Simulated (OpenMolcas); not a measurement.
V2+: input and output

Input:

```
&GATEWAY
Coord
1

V 0.0 0.0 0.0
Basis=ANO-R1
Group=XYZ
NoMove
AngMom=0.0 0.0 0.0
AMFI
&SEWARD
* reference wave functions (RASSCF and RASSI steps not shown): 3 electrons in 5 orbitals (3d)
>>> COPY JOB001 $Project.JobIph
&CASPT2
Multistate=10 1 2 3 4 5 6 7 8 9 10
NoMult
Frozen=1 0
IPEA=0.15
Shift=0.5
MaxIter=60
WThr=0.0 0.3 0.05
PrWF=0.5
NoMix
>>> COPY JOB002 $Project.JobIph
&CASPT2
Multistate=28 1 2 3 4 5 6 7 8 9 10 11 12 13 14 15 16 17 18 19 20 21 22
23 24 25 26 27 28
NoMult
Frozen=1 0
IPEA=0.15
Shift=0.5
MaxIter=60
WThr=0.0 0.3 0.05
PrWF=0.5
NoMix
```

Launched by
```bash
OMP_NUM_THREADS=1 MOLCAS_MEM=2252 MOLCAS_PROJECT=a pymolcas a.inp > a.log  # once for each step of the input, in one work folder
```

Output, cut to the results:

```
--- CASPT2 ---
Orbital specifications:
      -----------------------

      Symmetry species                           1   2
                                                ag  au
      Frozen orbitals                            1   0
      Inactive orbitals                          2   6
      Active orbitals                            5   0
      Secondary orbitals                        12  10
      Deleted orbitals                           0   0
      Number of basis functions                 20  16
Type of calculation                        SS-CASPT2
      Fock operator                              state-specific
      IPEA shift                                 0.15
      Real shift                                 0.50
      Imaginary shift                            0.00
      The input orbitals will be transformed to quasi-canonical
Reference energy:        -947.4360868488
      E2 (Non-variational):      -0.2278490902
      Shift correction:          -0.0194919711
      E2 (Variational):          -0.2473410614
      Total energy:            -947.6834279101
      Residual norm:              0.0000006070
      Reference weight:           0.96248
      Contributions to the CASPT2 correlation energy
      Active & Virtual Only:         -0.0167444231
      One Inactive Excited:          -0.0966112437
      Two Inactive Excited:          -0.1144934234
Reference energy:        -947.4360868488
      E2 (Non-variational):      -0.2300882784
      Shift correction:          -0.0199984148
      E2 (Variational):          -0.2500866932
      Total energy:            -947.6861735419
      Residual norm:              0.0000000767
      Reference weight:           0.96154
      Contributions to the CASPT2 correlation energy
      Active & Virtual Only:         -0.0173314699
      One Inactive Excited:          -0.0975472688
      Two Inactive Excited:          -0.1152095397
::    CASPT2 Root  1     Total energy:   -947.68342791
::    CASPT2 Root  2     Total energy:   -947.68617354
::    CASPT2 Root  3     Total energy:   -947.68530883
::    CASPT2 Root  4     Total energy:   -947.68370764
::    CASPT2 Root  5     Total energy:   -947.68394923
::    CASPT2 Root  6     Total energy:   -947.68447896
::    CASPT2 Root  7     Total energy:   -947.68698873
::    CASPT2 Root  8     Total energy:   -947.63063204
::    CASPT2 Root  9     Total energy:   -947.63063202
::    CASPT2 Root 10     Total energy:   -947.63063204
--- CASPT2 ---
Orbital specifications:
      -----------------------

      Symmetry species                           1   2
                                                ag  au
      Frozen orbitals                            1   0
      Inactive orbitals                          2   6
      Active orbitals                            5   0
      Secondary orbitals                        12  10
      Deleted orbitals                           0   0
      Number of basis functions                 20  16
Type of calculation                        SS-CASPT2
      Fock operator                              state-specific
      IPEA shift                                 0.15
      Real shift                                 0.50
      Imaginary shift                            0.00
      The input orbitals will be transformed to quasi-canonical
Reference energy:        -947.3692685489
      E2 (Non-variational):      -0.2377517467
      Shift correction:          -0.0210919133
      E2 (Variational):          -0.2588436599
      Total energy:            -947.6281122088
      Residual norm:              0.0000001042
      Reference weight:           0.95952
      Contributions to the CASPT2 correlation energy
      Active & Virtual Only:         -0.0200534907
      One Inactive Excited:          -0.1012586708
      Two Inactive Excited:          -0.1164395852
Reference energy:        -947.3692685489
      E2 (Non-variational):      -0.2377268995
      Shift correction:          -0.0210948818
      E2 (Variational):          -0.2588217813
      Total energy:            -947.6280903302
      Residual norm:              0.0000001064
      Reference weight:           0.95952
      Contributions to the CASPT2 correlation energy
      Active & Virtual Only:         -0.0200994595
      One Inactive Excited:          -0.1012275025
      Two Inactive Excited:          -0.1163999375
::    CASPT2 Root  1     Total energy:   -947.62811221
::    CASPT2 Root  2     Total energy:   -947.62809033
::    CASPT2 Root  3     Total energy:   -947.62814927
::    CASPT2 Root  4     Total energy:   -947.62802883
::    CASPT2 Root  5     Total energy:   -947.62821231
::    CASPT2 Root  6     Total energy:   -947.62807300
::    CASPT2 Root  7     Total energy:   -947.62816434
::    CASPT2 Root  8     Total energy:   -947.62810725
::    CASPT2 Root  9     Total energy:   -947.62803022
::    CASPT2 Root 10     Total energy:   -947.60385212
::    CASPT2 Root 11     Total energy:   -947.60445753
::    CASPT2 Root 12     Total energy:   -947.60276841
::    CASPT2 Root 13     Total energy:   -947.60410863
::    CASPT2 Root 14     Total energy:   -947.60554031
::    CASPT2 Root 15     Total energy:   -947.60696888
::    CASPT2 Root 16     Total energy:   -947.60495267
::    CASPT2 Root 17     Total energy:   -947.60364054
::    CASPT2 Root 18     Total energy:   -947.60315013
::    CASPT2 Root 19     Total energy:   -947.60533021
::    CASPT2 Root 20     Total energy:   -947.60344436
::    CASPT2 Root 21     Total energy:   -947.60410538
::    CASPT2 Root 22     Total energy:   -947.60497600
::    CASPT2 Root 23     Total energy:   -947.60677941
::    CASPT2 Root 24     Total energy:   -947.60858568
::    CASPT2 Root 25     Total energy:   -947.60857474
::    CASPT2 Root 26     Total energy:   -947.60857715
::    CASPT2 Root 27     Total energy:   -947.60870319
::    CASPT2 Root 28     Total energy:   -947.60856693
```

Levels above the lowest, from the spin-orbit matrix with the single-state CASPT2 energies, averaged by term, on its diagonal:

```
Configuration  Term     J  E (cm-1)  Measured (cm-1)      g  Term weight %  Second
          3d3    4F   3/2       0.0              0.0  0.399            100        
          3d3    4F   5/2       155              146  1.029            100        
          3d3    4F   7/2       367              342  1.239            100        
          3d3    4F   9/2       632              584  1.334            100        
          3d3    4P   1/2     12110            11514  2.667            100        
          3d3    4P   3/2     12190            11592  1.733            100        
          3d3    4P   5/2     12360            11770  1.601            100        
          3d3    2G   7/2     12690            11966  0.889            100        
          3d3    2G   9/2     12920            12187  1.111            100        
          3d3    2D   3/2     16830                   0.855             90   10 2P
          3d3    2D   5/2     17220            16375  1.201            100        
          3d3    2P   1/2     17720            15580  0.669            100        
          3d3    2H   9/2     17940            16811  0.910            100        
          3d3    2P   3/2     18040                   1.281             89   10 2D
          3d3    2H  11/2     18120            16978  1.091            100
```

Against the 12 measured excited levels shown (Sugar and Corliss, J. Phys. Chem. Ref. Data 7, 1191 (1978)) the mean absolute deviation is 720 cm-1; the largest miss in energy is 3d3 2P 1/2: computed 17720, measured 15580 cm-1 (+13.7 %).

CASPT2 breaks the degeneracy within a term, and the mean is taken; among the terms shown or strongly mixed into the levels shown the widest spread is 780 cm-1 (3d3 4F). Terms from blocks run as CI alone lack orbitals of their own. The CASPT2 spread within a term exceeds the gap to the next term for 3d3 2P and 3d3 2H, so the order of their levels is uncertain. Computed and measured levels are paired by configuration, term and J; levels that our copy of the source lacks, or whose pairing is in doubt (as where it misses far off the trend of its configuration), stay unpaired and out of the deviations. Levels of configurations outside the active space are missing. The first state left out of the spin-orbit step lies near 34000 cm-1 above the lowest spin-free state of the reference (among the parities and spins computed), and the list stops at four fifths of that energy or lower.

The CASPT2 steps took 3.4 s on 1 thread of Arm Neoverse V1, with other jobs on the host; the integral step is not counted.

The term weight is that of the spin-free term in the level, not the purity of its configuration.
